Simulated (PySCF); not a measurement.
Problem. Give a PBE0-D3(BJ)/def2-SVP geometry of `O=C/C1=C/CC/C=C\CC1`.

Solution. 
Z-matrix in Å and degrees, rows numbered from 1:
```
O 
C   1  1.2070
C   2  1.4790  1  124.77
C   3  1.3483  2  115.58  1   178.43
C   4  1.4917  3  130.94  2  -178.52
C   5  1.5298  4  117.99  3    14.61
C   6  1.5052  5  113.44  4    61.92
C   7  1.3391  6  128.69  5   -82.56
C   8  1.4985  7  130.56  6    -0.77
C   3  1.5030  2  115.80  1     0.46
H   2  1.1215  1  120.91  3  -179.91
H   4  1.0992  3  115.24  2     2.19
H   5  1.1074  4  107.60  3  -109.94
H   5  1.1048  4  107.31  3   138.28
H   6  1.0979  5  110.11  4   -63.81
H   6  1.1009  5  107.47  4  -178.11
H   7  1.0964  6  115.09  5    95.64
H   8  1.0969  7  115.93  6   179.58
H   9  1.1062  8  108.43  7  -109.75
H   9  1.1041  8  107.78  7   137.71
H  10  1.1003  3  106.57  2   -22.29
H  10  1.0969  3  111.23  2  -138.24
```

The 8-membered ring C3–C4–C5–C6–C7–C8–C9–C10 has internal angles of 113.4° to 130.9° (sum 982°, against 1080° for a flat polygon); it is puckered, 0.43 Å rms from its mean plane, widest ring torsion 83°. Of the pairs four or more bonds apart, H15···H22 is among the closest relative to their van der Waals radii: 1.94 Å, 81 % of the sum of Bondi's values. The 9 C–C bonds span 1.339 Å (C7=C8, drawn double) to 1.530 Å (C5–C6, drawn single), a spread of 0.191 Å.

Level of theory: PBE0-D3(BJ)/def2-SVP geometry optimisation, gas phase (PySCF).

Point group: C1 (no symmetry element, even within 0.4 Å). PBE0-D3(BJ)/def2-SVP frequencies: not computed here. The numbers are those of one conformer (O1–C2–C3–C4 178°, C3–C4–C5–C6 15°, C4–C5–C6–C7 62°, C5–C6–C7–C8 -83°, C7–C8–C9–C10 15°).

On Arm Neoverse V1, one thread (shared host), this took 4.2 min and 0.98 GiB of memory at its peak. This is the geometry optimisation.
